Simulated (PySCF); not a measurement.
**Induced dipoles and field energies**

Species: C7H4O3.
Geometry (GFN2-xTB, Å), atoms numbered from 1 in this order:
```xyz
14
C7H4O3 angstrom
O      3.7346   -0.1630   -0.5438
C      2.8825   -0.0276    0.3006
C      1.4583   -0.0275    0.0544
C      0.7619   -0.1730   -1.1368
C     -0.5853   -0.0907   -0.7691
O     -1.8341   -0.1285   -1.2658
C     -2.6520    0.0362   -0.2011
C     -1.9817    0.1814    0.9824
C     -0.6207    0.0991    0.6181
O      0.6136    0.1385    1.1236
H      3.1327    0.1120    1.3688
H      1.2018   -0.3151   -2.1016
H     -3.7048    0.0339   -0.4048
H     -2.4074    0.3238    1.9530
```

Level: PBE0/def2-SVPD (PySCF); nuclei fixed, core orbitals frozen in the response. Permanent dipole (-4.300, 0.276, 1.270) D (1 au = 2.5417 D). Static polarisability (au):

```
x   160.20  -2.88  -1.73
y    -2.88  50.24   4.10
z    -1.73   4.10  79.42
```

Only the terms in μ and α are kept: μ(F) = μ + αF and ΔE = −μ·F − ½ F·αF.

Q: A field of 0.005 au (0.257 V/Å) is applied along each axis in both senses. Find the induced dipole, the size of the total dipole and the two energy terms.

A: 
| field along | induced x (D) | induced y (D) | induced z (D) | total size (D) | −μ·F (kJ/mol) | −½F·αF (kJ/mol) |
| --- | --- | --- | --- | --- | --- | --- |
| +x | 2.036 | -0.037 | -0.022 | 2.596 | +22.208 | -5.258 |
| −x | -2.036 | 0.037 | 0.022 | 6.474 | -22.208 | -5.258 |
| +y | -0.037 | 0.638 | 0.052 | 4.625 | -1.425 | -1.649 |
| −y | 0.037 | -0.638 | -0.052 | 4.449 | +1.425 | -1.649 |
| +z | -0.022 | 0.052 | 1.009 | 4.897 | -6.559 | -2.606 |
| −z | 0.022 | -0.052 | -1.009 | 4.292 | +6.559 | -2.606 |

Q: For the field (0.0010, -0.0045, -0.0030) au, what is the induced dipole, and what angle does it make with the field?

A: αF = (0.453, -0.613, -0.657) D, at 20.6° to the field. The polarisability along this direction, F·αF/F², is 67.42 au, against a mean of 96.62 au.

Q: At what field along the permanent dipole would the induced dipole along it equal the permanent one, in this linear picture?

A: The polarisability along the dipole is 154.75 au, so F = 1.7673 au / 154.75 au = 0.0114 au = 0.59 V/Å; higher-order terms are ignored.

Q: What field makes μF equal to kT at 298 K?

A: kT = 0.9437 × 10⁻³ Eh, so F = 0.000534 au = 2.75 MV/cm.

Q: A unit point charge sits 11 Å away. Estimate the induction energy −αe²/2R⁴ with the mean polarisability, treating the molecule as a point.

A: R = 20.79 bohr, so the energy is −96.6/(2 × 20.79⁴) Eh = -0.679 kJ/mol. The charge–dipole term at its most favourable orientation, −μe/R², is -10.7 kJ/mol.

One conformer (not necessarily the lowest) at the GFN2-xTB geometry, without solvent, vibrations or thermal averaging.
